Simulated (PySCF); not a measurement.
Ge(H)2(PH2)2 (GeH6P2), SMILES [GeH2]([PH2])[PH2].

The structure is a stationary point at PBE-D3(BJ)/def2-SVP. The structure was generated by enumeration, and PubChem lists no compound with its InChIKey, so it may never have been made. One conformer was computed; it need not be the lowest.

Method: PBE/def2-TZVPD in PySCF.

Symmetry labels are those of the subgroup C2 that the program uses (full group C2).

**Question.** List the valence orbital energies around the gap with their symmetry. (Estimate from the structure and the level; the computed values follow.)

**Answer.** 
```tsv
orbital	symmetry	energy (eV)
HOMO−7	A	-12.84
HOMO−6	B	-9.85
HOMO−5	A	-9.38
HOMO−4	B	-8.39
HOMO−3	B	-8.20
HOMO−2	A	-7.58
HOMO−1	A	-7.46
HOMO	B	-6.08
LUMO	A	-1.58
LUMO+1	A	-0.72
LUMO+2	B	-0.65
LUMO+3	A	-0.54
```
